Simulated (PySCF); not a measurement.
These compounds are isomers of formula C₉H₈N₂.

A. SMILES C=Nc1ccc(C)cc1C#N
B. SMILES N(=C)c1ccn(C2=CC2=C)c1
C. `C#Cc1cnnc(C=C)c1C`
D. SMILES C/N=C/c1cccc(C#N)c1

Spectrum 1. 1H NMR (300 MHz, computed): δ 9.33 (s, 1H), 8.08 (m, 1H), 7.20 (m, 1H), 6.17 (m, 1H), 3.33 (s, 1H), 2.63 (s, 3H). 13C{1H} NMR (computed): δ 158.2 (C), 155.4 (CH), 139.7 (C), 135.6 (CH), 132.5 (CH2), 125.0 (C), 98.5 (CH), 84.3 (C), 17.6 (CH3).

Spectrum 2. 1H NMR (300 MHz, computed): δ 8.98 (d, 1H), 8.35 (s, 1H), 7.96 (m, 1H), 7.86 (s, 1H), 7.82 (m, 1H), 4.00 (s, 3H). 13C{1H} NMR (computed): δ 163.4 (CH), 142.6 (C), 141.8 (CH), 141.6 (CH), 137.1 (CH), 134.8 (CH), 124.4 (C), 117.4 (C), 51.7 (CH3).

Spectrum 3. 1H NMR (300 MHz, computed): δ 8.02 (m, 1H), 7.87 (m, 1H), 7.75 (s, 1H), 7.64 (d, 1H), 7.38 (d, 1H), 2.50 (s, 3H). 13C{1H} NMR (computed): δ 161.2 (CH2), 157.3 (C), 140.5 (CH), 139.8 (C), 139.3 (CH), 129.5 (CH), 123.9 (C), 102.1 (C), 23.3 (CH3).

Spectrum 4. 1H NMR (300 MHz, computed): δ 7.90 (d, 1H), 7.32 (d, 1H), 7.02 (m, 1H), 6.89 (m, 1H), 6.77 (m, 1H), 6.73 (s, 1H), 4.01 (m, 1H), 3.91 (m, 1H). 13C{1H} NMR (computed): δ 152.3 (CH2), 149.8 (C), 141.8 (C), 127.9 (CH), 122.3 (C), 120.8 (CH), 107.2 (CH), 105.2 (CH), 61.7 (CH2).

- shielding tensors at PBE0/pcSseg-1 (GIAO)
- structure optimised with GFN2-xTB
- run in PySCF 2.14.0 with density-fitted response routines
- equivalent nuclei averaged, gas phase, relativity neglected, one conformer

Referencing at the same level of theory: TMS for 1H (σref 31.72), 13C (σref 186.93). Where no couplings were computed, multiplicities follow the n + 1 count of equivalent neighbours, and m marks all less simple cases (inequivalent or close neighbours, rings, F or P nearby). Shifts are as computed. Against solution values, carbons near 30 ppm lie about +3 ppm off and those near 130 ppm about +5 ppm. Of 1211 compounds with measured shifts, 218 miss one by over three times the rms of a fit or turn the order of signals round; such compounds aren't used in these exercises.

Q: Match each spectrum to its structure.

A: 1–C, 2–D, 3–A, 4–B.

- Spectrum 1 (C): 9 13C signals; δC 155.4 is an aromatic CH next to a ring nitrogen; δC 135.6 is an alkene CH.
- Spectrum 2 (D): 9 13C signals; δC 137.1 is an aromatic CH; δC 134.8 is an aromatic CH.
- Spectrum 3 (A): 9 13C signals; δC 157.3 is an aromatic carbon bearing nitrogen; δC 139.3 is an aromatic CH.
- Spectrum 4 (B): 9 13C signals; δC 149.8 is an aromatic carbon bearing nitrogen; δC 141.8 is a fully substituted alkene carbon.
